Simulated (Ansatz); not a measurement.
Consider the redistribution: `F[SiH](F)F` + `CBBN` → `CB[Si](F)(F)F` + `BN`.

Isolated molecules relaxed with PBE0-D4/def2-TZVP in Ansatz; ΔE leaves out vibrations. CCSD(T)/CBS is the MP2 limit (def2-TZVPP, def2-QZVPP) plus CCSD(T) − MP2 in def2-TZVPP, frozen cores. This one scheme is used for every species. DFT in def2-TZVPP. One conformer a species, not always the lowest.

```json
{"species": "`F[SiH](F)F`", "BHLYP-D4 energy (Eh)": "-589.88099"}
{"species": "`CBBN`", "BHLYP-D4 energy (Eh)": "-146.76533"}
{"species": "`CB[Si](F)(F)F`", "BHLYP-D4 energy (Eh)": "-654.62128"}
{"species": "`BN`", "BHLYP-D4 energy (Eh)": "-82.02854"}
```

Question: Work out ΔE.

Answer: ΔE = (-654.62128) + (-82.02854) − (-589.88099) − (-146.76533) = -0.00350 Eh = -0.10 eV. CCSD(T)/CBS gives -0.06 eV.

Largest T1 diagnostic among the species: 0.012.

Leaving LDA and LC-ωPBE aside and taking each functional with its dispersion term where it has one, the values, not all of them listed here, spread over 0.07 eV, from BLYP-D4 to B97M-V. At CCSD(T), def2-SVP lies −0.04 eV from the extrapolated value and def2-TZVPP −0.00 eV.
